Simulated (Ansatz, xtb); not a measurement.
Two isomers of C4H4BClO

Structure a: `OB1C=CC(Cl)=C1`, a singlet. Structure b: `OC1=CC=CB1Cl`, a singlet. Both are isolated molecules in the gas phase, relaxed with PBE-D3(BJ)/def2-SVP; the shapes shown needn't be the lowest conformers.

a (Å):

```xyz
11

C    -1.9325   -0.2482    0.1961
C    -1.6764    0.4753    1.3116
C    -0.8659    1.7063    0.9847
C    -0.5637    1.8375   -0.3309
B    -1.2320    0.5675   -0.9885
Cl   -0.4282    2.7743    2.2776
O    -1.1863    0.2767   -2.3152
H    -1.6571   -0.5496   -2.5292
H    -2.5091   -1.1854    0.2047
H    -1.9830    0.2600    2.3475
H     0.0162    2.6659   -0.7553
```

b (Å):

```yaml
atoms:
  - { symbol: C, position_ang: [-1.6894, 0.1158, -0.5764] }
  - { symbol: C, position_ang: [-1.8730, -0.0639, 0.7614] }
  - { symbol: C, position_ang: [-1.1716, 1.0344, 1.4901] }
  - { symbol: C, position_ang: [-0.5177, 1.9550, 0.7046] }
  - { symbol: B, position_ang: [-0.7879, 1.4508, -0.7220] }
  - { symbol: Cl, position_ang: [-0.3075, 2.0560, -2.3048] }
  - { symbol: O, position_ang: [-2.1562, -0.6515, -1.5792] }
  - { symbol: H, position_ang: [-1.8469, -0.2494, -2.4170] }
  - { symbol: H, position_ang: [-2.4345, -0.8666, 1.2584] }
  - { symbol: H, position_ang: [-1.1997, 1.0704, 2.5940] }
  - { symbol: H, position_ang: [0.0395, 2.8142, 1.0961] }
```

**Question.** Estimate which is lower in electronic energy at CCSD(T)/def2-SVP + ΔMP2/def2-TZVPP, and by roughly how much.

**Answer.** The CCSD(T)/def2-SVP + ΔMP2/def2-TZVPP calculation puts structure a lower, by 15.3 kcal/mol.

Level by level:

```csv
level,geometry,E(b) − E(a) (kcal/mol),departure from the last row (kcal/mol),"job, with rough time for the two"
GFN2-xTB,GFN2-xTB,+10.3,−4.9,"optimisation, 0.55 s"
HF/STO-3G,GFN2-xTB,+15.0,−0.3,"single point, 1.3 s"
r2SCAN-D4/def2-SVP,GFN2-xTB,+11.6,−3.7,"single point, 9 s"
PBE-D3(BJ)/def2-SVP,PBE-D3(BJ)/def2-SVP,+9.9,−5.4,"optimisation, 51 s"
HF/def2-SVP,PBE-D3(BJ)/def2-SVP,+11.4,−3.8,part of the CCSD(T) run
MP2/def2-SVP,PBE-D3(BJ)/def2-SVP,+14.3,−1.0,part of the CCSD(T) run
CCSD(T)/def2-SVP,PBE-D3(BJ)/def2-SVP,+13.4,−1.8,single point
CCSD(T)/def2-SVP + ΔMP2/def2-TZVPP,PBE-D3(BJ)/def2-SVP,+15.3,,"single point, 1.9 min"
```

As drawn, b has 1 C–O, 1 B–Cl in place of 1 B–O, 1 C–Cl.

None of the levels shown reverses the order. The largest departure from CCSD(T)/def2-SVP + ΔMP2/def2-TZVPP is that of PBE-D3(BJ)/def2-SVP, 5.4 kcal/mol. The last row adds to CCSD(T) the change of the MP2 difference between the two basis sets, here +1.8 kcal/mol.

With thermal terms from frequencies at re-optimised GFN2-xTB minima (ideal gas, soft modes damped towards free rotors, one conformer each, 298.15 K, 1 atm): the zero-point term adds −0.2 kcal/mol; ΔH is +15.1 and ΔG +14.9 kcal/mol.

The correlated steps freeze 11 core orbitals. Run with Ansatz 0.2.0, xtb 6.7.1; the last row on 2 threads of AMD EPYC 7R43 64-Core Processor (Zen 3) on a shared host.
